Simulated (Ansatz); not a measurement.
Species: AsH$_{2}$, net charge 0, doublet state. 
Coordinates optimised at B3LYP-D3(BJ)/def2-TZVP (Ansatz, a quantum-chemistry and plane-wave program):
```xyz
3

As    -0.0239    -0.0491    -0.0281
H     -0.0021     1.4525    -0.3209
H      0.7904     0.1673     1.2490
```
Charge 0, spin multiplicity 2.

Basis-set convergence of Hartree-Fock and MP2 correlation energies (hartree) with Ansatz. Cores are frozen in the correlated levels unless marked. Open shells are spin-unrestricted. No spin-orbit coupling. Frozen are the shells of the preceding noble gas and the d and f shells that filled before the atom's block. Non-relativistic.

```json
[
 {"basis": "def2-SVPD", "functions": "54", "E(HF)": "-2235.06351", "E(corr, MP2)": "-0.10409"},
 {"basis": "def2-TZVPPD", "functions": "88", "E(HF)": "-2235.34293", "E(corr, MP2)": "-0.12665"},
 {"basis": "def2-QZVPPD", "functions": "161", "E(HF)": "-2235.38814", "E(corr, MP2)": "-0.13560"}
]
```

Extrapolating the two largest sets (X = 3 and 4) as X^-3: E(corr) = (64·(-0.13560) - 27·(-0.12665))/37 = -0.1421 Eh, an estimate of the basis-set limit. The largest set recovers 95.4 % of it, the smallest 73.2 %.
